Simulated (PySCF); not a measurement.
**Radial density of Fe²⁺ (iron, charge +2)**

UHF, [Ar] 3d6, high-spin 5D determinant. All numbers are calculated (PySCF 2.14, the spin-free X2C one-electron Hamiltonian (Gaussian nucleus), in ANO-RCC-VTZP (6s5p3d2f1g, 59 functions)).

```
r (bohr)  4πr²ρ (e/bohr)  4πr²(ρα − ρβ)
 0.00104          0.2283         0.0000
 0.00175          0.5758         0.0000
 0.00294           1.422         0.0000
 0.00494           3.386         0.0000
 0.00830           7.591         0.0001
  0.0140           15.27         0.0001
  0.0235           25.50         0.0002
  0.0395           31.40         0.0005
  0.0665           26.62         0.0034
   0.112           26.16         0.0339
   0.188           34.97         0.2654
   0.316           19.88         1.3093
   0.532           14.37         3.3033
   0.895           14.25         3.4311
    1.51           3.491         1.3172
    2.53          0.3037         0.1596
    4.26        0.005253         0.0012
    7.16       0.0003115         0.0003
```

Densities and radii are taken from the X2C orbitals without a picture-change correction, which distorts them close to the nucleus.
